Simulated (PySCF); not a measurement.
**Telling isomers of C9H9P apart by NMR**

- NMR shieldings at PBE0/pcSseg-1/GIAO
- GFN2-xTB structure
- program: PySCF 2.14.0 with density-fitted response routines
- relativity neglected, averaged over atoms made equivalent by symmetry, fast rotation or ring inversion, no solvent model, one computed conformer

Scale: ¹H, ¹³C against TMS (reference shieldings calculated alike). Splittings of carbon signals by F and P are missing where no couplings were computed. Where no couplings were computed, multiplicities follow the n + 1 count of equivalent neighbours, and m marks all less simple cases (inequivalent or close neighbours, rings, F or P nearby). Shifts are as computed. Against solution values, carbons near 30 ppm lie about +3 ppm off and those near 130 ppm about +5 ppm. Of 1313 compounds with measured shifts, 239 miss one by over three times the rms of a fit or turn the order of signals round; such compounds aren't used in these exercises.

(1) Tabulate the signals of `C#Cc1ccc(CC)cp1`, `Cc1cc2ccccc2[pH]1` and their relative energies.

(2) What is the quickest way to tell C#Cc1ccc(CC)cp1 from Cc1cc2ccccc2[pH]1?

## Answers

(1) 
| SMILES | carbon types | δC | δH | E rel. (kcal/mol) |
| --- | --- | --- | --- | --- |
| C#Cc1ccc(CC)cp1 | 3×C 4×CH 1×CH2 1×CH3 | 164.3, 156.3, 154.8, 146.6, 134.9, 95.3, 90.5, 38.8, 22.3 | 8.98 (m, 1H), 8.34 (m, 1H), 7.57 (m, 1H), 3.51 (s, 1H), 2.72 (q, 2H), 1.27 (t, 3H) | 45.6 |
| Cc1cc2ccccc2[pH]1 | 3×C 5×CH 1×CH3 | 155.8, 153.9, 147.5, 143.5, 135.7, 133.1, 129.7, 127.9, 21.9 | 7.97 (m, 1H), 7.74 (m, 1H), 7.61 (m, 1H), 7.42 (m, 1H), 7.29 (m, 1H), 5.09 (m, 1H), 2.52 (m, 3H) | 0.0 |

Energies are electronic energies at PBE0/pcSseg-1 on these geometries, without zero-point or thermal terms, each for the one conformer computed, which needn't be the lowest.

(2) Both give the same number of carbon signals, but DEPT or the intensities differ. The first has an sp3 CH2 on an aromatic ring at 38.8 ppm, the second a ring-fusion aromatic carbon (C) at 147.5 ppm. Their most deshielded carbons lie at 164.3 and 155.8 ppm. In the proton spectra the most deshielded non-exchanging signals are 8.98 (m, 1H) and 7.97 (m, 1H).
